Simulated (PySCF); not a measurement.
Static response to an electric field

Compound: C4H5FO3Si.
Numbering: `[O:1]=[CH:2]/[CH:3]=[C:4](/[F:5])[SiH2:6][O:7][CH:8]=[O:9]` (hydrogens: H10 on C2; H11 on C3; H12, H13 on Si6; H14 on C8)

Cartesian coordinates in Å at the GFN2-xTB level; atoms count from 1:
```xyz
14
C4H5FO3Si angstrom
O      0.6243    0.8140   -1.2919
C      1.3451    1.1348   -0.3683
C      1.5676    0.2810    0.7737
C      0.8484   -0.8483    0.7924
F      1.0075   -1.7143    1.7957
Si    -0.4310   -1.3264   -0.5507
O     -1.7642   -0.3412   -0.6508
C     -2.0300    0.8098   -0.0901
O     -1.3818    1.3583    0.7497
H      1.8698    2.1009   -0.3808
H      2.2593    0.5698    1.5490
H      0.1010   -1.5292   -1.8824
H     -1.0417   -2.5313    0.0224
H     -2.9750    1.2215   -0.4900
```

Level: wB97X-D/def2-SVPD (PySCF), static field, nuclei fixed, core orbitals frozen in the response. The polarisability tensor in these axes (au):

```
x   77.47  7.83  7.32
y    7.83 87.02 -1.28
z    7.32 -1.28 72.94
```

Question: Give the principal values, the mean and the anisotropy Δα = √{½[(α1 − α2)² + (α2 − α3)² + (α1 − α3)²]}.

Answer: Principal values 65.87, 79.77 and 91.79 au; mean 79.14 au = 11.73 Å³ = 13.05 × 10⁻⁴⁰ C²·m²/J; Δα = 22.46 au (28 % of the mean).

Question: What is the dipole moment, and where does it point?

Answer: (1.30, 0.07, -0.32) D, 1.34 D in size, pointing from the negative to the positive side. Measured along this direction, the outermost atoms are H14 at the negative end and H10 at the positive end.

Question: Rayleigh depolarisation ratio (linearly polarised light, static tensor)?

Answer: ρ = 3Δα²/(45ᾱ² + 4Δα²) = 1513.8/(281873 + 2018.4) = 0.00533.

Question: Along which axes do the principal values lie, and how far do the nuclei extend along each?

Answer: Largest value along (0.53, 0.83, 0.15), where the nuclei span 5.35 Å; middle along (0.55, -0.48, 0.68), 5.16 Å; least along (-0.64, 0.28, 0.71), 3.74 Å. The response follows the extents in order.

Question: Find the Langevin capture rate constant for NH4+ (18.034 u) meeting this molecule (147.999 u), k = 2.342 × 10⁻⁹ cm³/s × √(α in Å³ / reduced mass in u).

Answer: The reduced mass is 16.08 u, so k = 2.00 × 10⁻⁹ cm³/s. The formula leaves out the permanent dipole, which adds to the capture rate.

Isolated species at its GFN2-xTB geometry (one conformer only).

The run behind these numbers computed excited states as well. Hardware: Arm Neoverse N1, one thread, no GPU (shared host). Cost: 2.0 min (with the writing of density and orbital grids), 1.0 GiB resident at most.
